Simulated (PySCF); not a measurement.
Worked example: chemical shift, span and skew from a shielding tensor

CH4Cl2SSi, SMILES Cl[Si](Cl)(C)S. Atoms are numbered in the order given.

```xyz
9

C     -1.6475    -1.3411     0.1576
Si    -0.2007    -0.1690     0.0232
S      1.5997    -1.0769    -0.7142
Cl    -0.6261     1.3266    -1.3488
Cl     0.1109     0.6920     1.8932
H     -1.4227    -2.1488     0.8828
H     -2.5466    -0.7952     0.5066
H     -1.8579    -1.7949    -0.8309
H      1.6858    -1.9346     0.3436
```

Geometry optimised at PBE-D3(BJ)/def2-SVP. One conformer was computed; it need not be the lowest.

GIAO shieldings from PySCF with HF/pcSseg-1, non-relativistic, no solvent. The symmetric part of the tensor of C1 has the principal values 169.2, 173.3, 191.8 ppm. The same nucleus in TMS has σ = 192.6 ppm at this level (PySCF, at its B3LYP-D3(BJ)/def2-TZVP geometry). Without spin–orbit terms, shifts of atoms bonded to Cl or Br come out too high.

### Question
Work out the isotropic shielding, the ¹³C shift against TMS, the span and the skew.

### Answer

σ(iso) = (σ11 + σ22 + σ33)/3 = 178.1 ppm. δ = σ(ref) − σ(iso) = 192.6 − (178.1) = 14.5 ppm.
Span Ω = σ33 − σ11 = 22.6 ppm. Skew κ = 3(σ(iso) − σ22)/Ω = 0.64. Tumbling in solution averages the tensor to δ; in a static solid the shielding alone would spread this spin-1/2 line over Ω.
